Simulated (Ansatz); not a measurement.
# Nudged elastic band run: C3H8SSi

Input:

```yaml
crystal:
  periodic: [false, false, false]
  atoms:
    - { symbol: C, position_ang: [-1.836324, -0.329362, -0.09683] }
    - { symbol: Si, position_ang: [-0.094175, -1.039304, -0.274623] }
    - { symbol: C, position_ang: [1.22915, 0.087446, 0.550719] }
    - { symbol: C, position_ang: [1.217671, 1.473106, 0.015901] }
    - { symbol: S, position_ang: [2.188376, 2.072543, -1.128553] }
    - { symbol: H, position_ang: [-1.929197, 0.630306, -0.61166] }
    - { symbol: H, position_ang: [-2.566802, -1.015287, -0.533551] }
    - { symbol: H, position_ang: [-2.098762, -0.183799, 0.954522] }
    - { symbol: H, position_ang: [0.256893, -1.203537, -1.708973] }
    - { symbol: H, position_ang: [-0.007693, -2.361586, 0.404598] }
    - { symbol: H, position_ang: [1.015275, 0.097021, 1.624633] }
    - { symbol: H, position_ang: [2.199525, -0.382392, 0.384053] }
    - { symbol: H, position_ang: [0.446563, 2.120145, 0.434764] }
basis:
  gaussian: { orbitals: cc-pVDZ }
hamiltonian:
  xc: hf
neb:
  order_check: false
  images: 6
  f_tol: 0.05
  max_iterations: 60
  climbing: false
  final_atoms:
    - { symbol: C, position_ang: [-1.95348065, -0.57265511, 0.04241569] }
    - { symbol: Si, position_ang: [-0.1583883, -1.00958533, -0.32908778] }
    - { symbol: C, position_ang: [1.06951243, 0.06377458, 0.70472852] }
    - { symbol: C, position_ang: [0.9244865, 1.46079261, 0.25844586] }
    - { symbol: S, position_ang: [2.25764845, 1.97462677, -0.66932441] }
    - { symbol: H, position_ang: [-2.1529167, 0.47394897, -0.1952417] }
    - { symbol: H, position_ang: [-2.62748058, -1.19921659, -0.54775743] }
    - { symbol: H, position_ang: [-2.18037104, -0.73230753, 1.0997979] }
    - { symbol: H, position_ang: [0.14128686, -0.8427409, -1.77641515] }
    - { symbol: H, position_ang: [0.12633969, -2.42290461, 0.04728756] }
    - { symbol: H, position_ang: [0.67551714, -0.03650695, 1.72135659] }
    - { symbol: H, position_ang: [2.0646958, -0.39690165, 0.65090574] }
    - { symbol: H, position_ang: [1.83365039, 3.20497574, -0.99211137] }
  initial_path:
    images:
      - { positions_ang: [[-1.836324, -0.329362, -0.09683], [-0.094175, -1.039304, -0.274623], [1.22915, 0.087446, 0.550719], [1.217671, 1.473106, 0.015901], [2.188376, 2.072543, -1.128553], [-1.929197, 0.630306, -0.61166], [-2.566802, -1.015287, -0.533551], [-2.098762, -0.183799, 0.954522], [0.256893, -1.203537, -1.708973], [-0.007693, -2.361586, 0.404598], [1.015275, 0.097021, 1.624633], [2.199525, -0.382392, 0.384053], [0.446563, 2.120145, 0.434764]] }
      - { positions_ang: [[-1.83442268, -0.38537321, -0.07078067], [-0.11159829, -1.05239762, -0.28263534], [1.18481618, 0.06164552, 0.55016398], [1.19910905, 1.46743226, 0.0471132], [2.23879554, 2.09430334, -1.00403529], [-1.95522051, 0.60547775, -0.55545461], [-2.57094012, -1.04934058, -0.52282551], [-2.09231381, -0.25552741, 0.98141996], [0.22032367, -1.1727283, -1.71083399], [-0.0131712, -2.39272596, 0.3557914], [0.97942861, 0.06413741, 1.63473827], [2.17785812, -0.39506214, 0.39969333], [0.59783544, 2.37545893, 0.19264527]] }
      - { positions_ang: [[-1.83252136, -0.44138442, -0.04473133], [-0.12902158, -1.06549123, -0.29064768], [1.14048235, 0.03584504, 0.54960896], [1.1805471, 1.46175852, 0.0783254], [2.28921509, 2.11606369, -0.87951759], [-1.98124403, 0.58064951, -0.49924922], [-2.57507825, -1.08339416, -0.51210002], [-2.08586563, -0.32725582, 1.00831792], [0.18375434, -1.1419196, -1.71269498], [-0.01864941, -2.42386591, 0.3069848], [0.94358223, 0.03125382, 1.64484354], [2.15619125, -0.40773228, 0.41533365], [0.74910789, 2.63077286, -0.04947346]] }
      - { positions_ang: [[-1.83062004, -0.49739563, -0.018682], [-0.14644488, -1.07858485, -0.29866002], [1.09614853, 0.01004456, 0.54905394], [1.16198515, 1.45608478, 0.1095376], [2.33963463, 2.13782403, -0.75499988], [-2.00726754, 0.55582126, -0.44304383], [-2.57921637, -1.11744774, -0.50137454], [-2.07941744, -0.39898424, 1.03521588], [0.14718501, -1.1111109, -1.71455597], [-0.02412761, -2.45500587, 0.25817821], [0.90773584, -0.00162977, 1.6549488], [2.13452437, -0.42040242, 0.43097398], [0.90038033, 2.88608679, -0.29159219]] }
      - { positions_ang: [[-1.8473567, -0.53215178, 0.00121024], [-0.15561821, -1.07433933, -0.30644071], [1.07334316, 0.00666293, 0.5710553], [1.12010165, 1.45432572, 0.14418687], [2.3495307, 2.123836, -0.68939579], [-2.0392275, 0.53348454, -0.3835555], [-2.58788474, -1.1437234, -0.50340403], [-2.09107588, -0.4773426, 1.05596958], [0.13066985, -1.0595686, -1.72419056], [-0.00498008, -2.46376567, 0.20713386], [0.85919901, -0.02070519, 1.66876646], [2.11526306, -0.42247523, 0.46909579], [1.09853567, 3.04106261, -0.49543153]] }
      - { positions_ang: [[-1.88273135, -0.54565289, 0.01494539], [-0.15654157, -1.05275466, -0.31398973], [1.07206625, 0.02570015, 0.61561304], [1.0548966, 1.45648135, 0.1822732], [2.31890328, 2.07409959, -0.68270533], [-2.0771239, 0.51363935, -0.32078423], [-2.60108335, -1.16222113, -0.5181885], [-2.12084093, -0.56233091, 1.07057902], [0.13420885, -0.9872927, -1.74159876], [0.03879318, -2.45014532, 0.15385176], [0.79797172, -0.02597245, 1.6862965], [2.09840731, -0.4139507, 0.52969911], [1.34357391, 3.09570032, -0.66099148]] }
      - { positions_ang: [[-1.918106, -0.559154, 0.02868054], [-0.15746494, -1.03116999, -0.32153876], [1.07078934, 0.04473736, 0.66017078], [0.98969155, 1.45863698, 0.22035953], [2.28827587, 2.02436318, -0.67601487], [-2.1150203, 0.49379416, -0.25801296], [-2.61428197, -1.18071886, -0.53297296], [-2.15060598, -0.64731922, 1.08518846], [0.13774785, -0.9150168, -1.75900696], [0.08256643, -2.43652496, 0.10056966], [0.73674443, -0.0312397, 1.70382655], [2.08155156, -0.40542618, 0.59030242], [1.58861215, 3.15033803, -0.82655143]] }
      - { positions_ang: [[-1.95348065, -0.57265511, 0.04241569], [-0.1583883, -1.00958533, -0.32908778], [1.06951243, 0.06377458, 0.70472852], [0.9244865, 1.46079261, 0.25844586], [2.25764845, 1.97462677, -0.66932441], [-2.1529167, 0.47394897, -0.1952417], [-2.62748058, -1.19921659, -0.54775743], [-2.18037104, -0.73230753, 1.0997979], [0.14128686, -0.8427409, -1.77641515], [0.12633969, -2.42290461, 0.04728756], [0.67551714, -0.03650695, 1.72135659], [2.0646958, -0.39690165, 0.65090574], [1.83365039, 3.20497574, -0.99211137]] }
```

Command:

```bash
$ ansatz run input.yaml --threads 2 --pin off --max-ram 3072MiB --backend cpu --events-out ev --progress --plain --runs-dir out
```

Output, in part (warnings, iteration lines, the closing report on the highest movable image, with atoms numbered from 0):

```
NEB end point (image 0): max|allowed force component| = 1.456e-2 eV/Å (the criterion of neb.relax_end_points is 1.000e-2)
NEB end point (image 7): max|allowed force component| = 1.502e-2 eV/Å (the criterion of neb.relax_end_points is 1.000e-2)
NEB iter   1: max|band force component| = 4.056e0 eV/Å  barrier→ = 4.4667 eV  barrier← = 2.6505 eV  Δτ_max = 0.1990 Å  (325 SCF iters)
NEB iter   2: max|band force component| = 1.973e0 eV/Å  barrier→ = 3.4001 eV  barrier← = 1.5839 eV  Δτ_max = 0.2000 Å  (234 SCF iters)
NEB iter   3: max|band force component| = 3.023e0 eV/Å  barrier→ = 3.5830 eV  barrier← = 1.7669 eV  Δτ_max = 0.1013 Å  (231 SCF iters)
NEB iter   4: max|band force component| = 3.311e0 eV/Å  barrier→ = 3.8086 eV  barrier← = 1.9925 eV  Δτ_max = 0.0507 Å  (236 SCF iters)
NEB iter   5: max|band force component| = 1.066e0 eV/Å  barrier→ = 3.8209 eV  barrier← = 2.0048 eV  Δτ_max = 0.1046 Å  (240 SCF iters)
NEB iter   6: max|band force component| = 9.168e-1 eV/Å  barrier→ = 3.8530 eV  barrier← = 2.0368 eV  Δτ_max = 0.1012 Å  (228 SCF iters)
NEB iter   7: max|band force component| = 2.173e0 eV/Å  barrier→ = 3.5328 eV  barrier← = 1.7166 eV  Δτ_max = 0.0508 Å  (236 SCF iters)
NEB iter   8: max|band force component| = 1.545e0 eV/Å  barrier→ = 3.3735 eV  barrier← = 1.5573 eV  Δτ_max = 0.1020 Å  (233 SCF iters)
NEB iter   9: max|band force component| = 9.059e-1 eV/Å  barrier→ = 3.1152 eV  barrier← = 1.2990 eV  Δτ_max = 0.1029 Å  (227 SCF iters)
NEB iter  10: max|band force component| = 3.572e-1 eV/Å  barrier→ = 3.1127 eV  barrier← = 1.2965 eV  Δτ_max = 0.1142 Å  (234 SCF iters)
NEB iter  11: max|band force component| = 2.614e-1 eV/Å  barrier→ = 3.2557 eV  barrier← = 1.4396 eV  Δτ_max = 0.2000 Å  (218 SCF iters)
NEB iter  12: max|band force component| = 5.887e-1 eV/Å  barrier→ = 3.7972 eV  barrier← = 1.9810 eV  Δτ_max = 0.1019 Å  (240 SCF iters)
NEB iter  13: max|band force component| = 1.619e0 eV/Å  barrier→ = 3.8819 eV  barrier← = 2.0657 eV  Δτ_max = 0.0503 Å  (235 SCF iters)
NEB iter  14: max|band force component| = 6.210e-1 eV/Å  barrier→ = 3.7937 eV  barrier← = 1.9776 eV  Δτ_max = 0.1012 Å  (230 SCF iters)
NEB iter  15: max|band force component| = 5.122e-1 eV/Å  barrier→ = 3.6883 eV  barrier← = 1.8721 eV  Δτ_max = 0.1024 Å  (234 SCF iters)
NEB iter  16: max|band force component| = 1.095e0 eV/Å  barrier→ = 3.1083 eV  barrier← = 1.2922 eV  Δτ_max = 0.0501 Å  (235 SCF iters)
NEB iter  17: max|band force component| = 3.638e-1 eV/Å  barrier→ = 3.1901 eV  barrier← = 1.3740 eV  Δτ_max = 0.0465 Å  (225 SCF iters)
NEB iter  18: max|band force component| = 1.883e-1 eV/Å  barrier→ = 3.1634 eV  barrier← = 1.3472 eV  Δτ_max = 0.0516 Å  (215 SCF iters)
NEB iter  19: max|band force component| = 1.588e-1 eV/Å  barrier→ = 3.1347 eV  barrier← = 1.3185 eV  Δτ_max = 0.0569 Å  (222 SCF iters)
NEB iter  20: max|band force component| = 2.892e-1 eV/Å  barrier→ = 3.3720 eV  barrier← = 1.5559 eV  Δτ_max = 0.0285 Å  (233 SCF iters)
NEB iter  21: max|band force component| = 2.188e-1 eV/Å  barrier→ = 3.4877 eV  barrier← = 1.6716 eV  Δτ_max = 0.0287 Å  (233 SCF iters)
NEB iter  22: max|band force component| = 1.268e-1 eV/Å  barrier→ = 3.5798 eV  barrier← = 1.7637 eV  Δτ_max = 0.0286 Å  (232 SCF iters)
NEB iter  23: max|band force component| = 1.450e-1 eV/Å  barrier→ = 3.6816 eV  barrier← = 1.8654 eV  Δτ_max = 0.0143 Å  (229 SCF iters)
NEB iter  24: max|band force component| = 8.783e-2 eV/Å  barrier→ = 3.7134 eV  barrier← = 1.8973 eV  Δτ_max = 0.0286 Å  (205 SCF iters)
NEB iter  25: max|band force component| = 7.930e-2 eV/Å  barrier→ = 3.7554 eV  barrier← = 1.9392 eV  Δτ_max = 0.0286 Å  (216 SCF iters)
NEB iter  26: max|band force component| = 1.328e-1 eV/Å  barrier→ = 3.7744 eV  barrier← = 1.9582 eV  Δτ_max = 0.0143 Å  (210 SCF iters)
NEB iter  27: max|band force component| = 9.704e-2 eV/Å  barrier→ = 3.7739 eV  barrier← = 1.9578 eV  Δτ_max = 0.0143 Å  (201 SCF iters)
NEB iter  28: max|band force component| = 6.971e-2 eV/Å  barrier→ = 3.7666 eV  barrier← = 1.9504 eV  Δτ_max = 0.0143 Å  (205 SCF iters)
NEB iter  29: max|band force component| = 1.413e-1 eV/Å  barrier→ = 3.7530 eV  barrier← = 1.9369 eV  Δτ_max = 0.0071 Å  (207 SCF iters)
NEB iter  30: max|band force component| = 2.621e-2 eV/Å  barrier→ = 3.7444 eV  barrier← = 1.9282 eV  Δτ_max = 0.0000 Å  (427 SCF iters)
Total energy: -21893.77133025 eV, -804.5812562555 hartree
Atom 0 at    -1.900297    -0.470314     0.005666 Å, force     0.005481    -0.000592    -0.000794 eV/Å
Atom 1 at    -0.121741    -1.006100    -0.320620 Å, force     0.006273    -0.031045     0.024333 eV/Å
Atom 2 at     1.159915     0.055565     0.657049 Å, force     0.071595    -0.175416     0.067825 eV/Å
Atom 3 at     1.095155     1.424717     0.182542 Å, force    -0.265072    -0.227324     0.298113 eV/Å
Atom 4 at     2.271313     2.064238    -0.910713 Å, force    -0.418780     0.106590     0.211825 eV/Å
Atom 5 at    -2.073003     0.556039    -0.324107 Å, force     0.018357    -0.000158     0.001744 eV/Å
Atom 6 at    -2.590965    -1.125413    -0.532300 Å, force     0.003826     0.000541     0.001801 eV/Å
Atom 7 at    -2.136616    -0.531897     1.071002 Å, force     0.004788     0.004206     0.000668 eV/Å
Atom 8 at     0.195685    -0.939963    -1.771666 Å, force     0.002941    -0.000177     0.013120 eV/Å
Atom 9 at     0.097779    -2.397307     0.157690 Å, force    -0.021548    -0.042871    -0.018860 eV/Å
Atom 10 at     0.798875     0.032656     1.689155 Å, force     0.029074    -0.188063     0.046820 eV/Å
Atom 11 at     2.144922    -0.411928     0.568010 Å, force     0.079361    -0.132977     0.023113 eV/Å
Atom 12 at     1.079477     2.715008    -0.456707 Å, force     0.483704     0.687288    -0.669709 eV/Å
Dipole moment:    -0.238402    -0.232273     0.144214 e Å
```

It converged. Neighbouring images differ by up to 2.1 eV, so the band resolves the path poorly. No image climbed, so the highest image needn't sit at the top of the path. The orbitals stay closed-shell, which can raise the energy where a bond breaks towards radicals; this wasn't checked here.

Final band (atoms are numbered from 1 in the order of the input):

| image | path coordinate (Å) | energy (eV) | C4–H13 (Å) | S5–H13 (Å) |
| --- | --- | --- | --- | --- |
| 0 | 0.00 | 0.00 | 1.09 | 2.34 |
| 1 | 0.51 | 0.01 | 1.09 | 2.34 |
| 2 | 1.01 | 0.08 | 1.09 | 2.28 |
| 3 | 1.52 | 1.61 | 1.12 | 1.88 |
| 4 | 2.02 | 3.74 | 1.44 | 1.43 |
| 5 | 2.53 | 2.32 | 1.96 | 1.32 |
| 6 | 3.04 | 1.82 | 2.32 | 1.34 |
| 7 | 3.55 | 1.82 | 2.33 | 1.34 |

The run took 4.4 min on 2 threads of AMD EPYC 9R14 (Zen 4) (shared host), peak memory 0.3 GiB.
